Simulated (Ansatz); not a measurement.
Consider the formal exchange of groups at the Si–O bond: `CO[SiH](F)O[SiH2]Cl` + `FC[SiH3]` → `FC([SiH3])[SiH2]Cl` + `CO[SiH](O)F`.

Computed with Ansatz on PBE0-D4/def2-TZVP structures; ΔE is electronic, products minus reactants. CBS: MP2 limit from def2 TZ/QZ plus the TZ coupled-cluster correction, frozen cores. DFT in def2-TZVPP. One conformer a species, not always the lowest.

(1) Is it downhill or uphill in electronic energy at CCSD(T)/CBS, and by how much? (Estimate.)

(2) What do these levels give: ωB97X-V, ωB97M-V, PBE0, CCSD/def2-TZVPP, HF/def2-QZVPP, CCSD/CBS(def2)? (Best estimate.)

Largest T1 diagnostic among the species: 0.011.

Results:

(1) Computed: Uphill: ΔE = +30.7 kcal/mol.

(2) Ansatz gave: ωB97X-V 30.2, ωB97M-V 29.9, PBE0 28.3, CCSD/def2-TZVPP 31.6, HF/def2-QZVPP 37.1, CCSD/CBS(def2) 31.6 kcal/mol.

In def2-TZVPP, CCSD(T) changes the Hartree–Fock value by −5.7 kcal/mol (the triples alone add −0.9 kcal/mol) and MP2 by −5.3 kcal/mol. From PBE to PBE0 (25 % exact exchange), in def2-TZVPP and without D4, ΔE moves by +1.9 kcal/mol.
